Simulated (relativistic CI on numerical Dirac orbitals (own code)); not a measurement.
Pt IV: what numerical and physical settings do to a radial Dirac CI calculation

Reference input:

```
atom Pt  Z=78  charge=3  electrons=75
nucleus A=195  rms_radius_fm=5.4270
hamiltonian dirac-coulomb  breit=on  qed=on  c_scale=1
orbitals kli  potential=per-configuration
slater_scale 1
correlation none
mixing on
grid step=0.0125 r_max=64.9
scf mixing=0.4 start=green max_iterations=150 tolerance=2e-08 node_fill=0.05
configurations
  [Xe] 4f14 5d7
  [Xe] 4f14 5d6 6s
  [Xe] 4f14 5d6 6p
  [Xe] 4f14 5d5 6s2
  [Kr] 4d10 4f14 5s2 5p5 5d8
end
```

Computed lowest total energy -18398.06559 Ha, first excitation 8633.7 cm⁻¹, 63 SCF steps. Runs with settings changed; * marks those that are bad on purpose (the QED terms keep the true α when c is scaled):

```
                                               Changed        Outcome    Lowest level   ΔE (Ha)  First excitation (cm⁻¹)  SCF steps                  Message
                          start potential thomas-fermi      converged  5p6.5d7 4F_9/2  8.89e-09                   8633.7         59                         
     SCF tolerance 1e-06, start potential thomas-fermi      converged  5p6.5d7 4F_9/2  8.39e-09                   8633.7         53                         
SCF tolerance 1e-06, QED terms off, speed of light × 2      converged  5p6.5d7 4F_9/2       832                   1952.2         55                         
                                    iteration limit 30      converged  5p6.5d7 4F_9/2         0                   8633.7         63                         
                        end of the grid at 9.74 bohr *  not converged                                                            12  orbital 5d3/2 not found
                                      Slater scale 2 *      converged  5p6.5d7 4F_9/2   -0.0873                   7796.7         63
```

With so few configurations and no correlation, terms lie too far apart (by 10 to 50 % near neutrality), their order can be wrong, and levels of other configurations are missing.
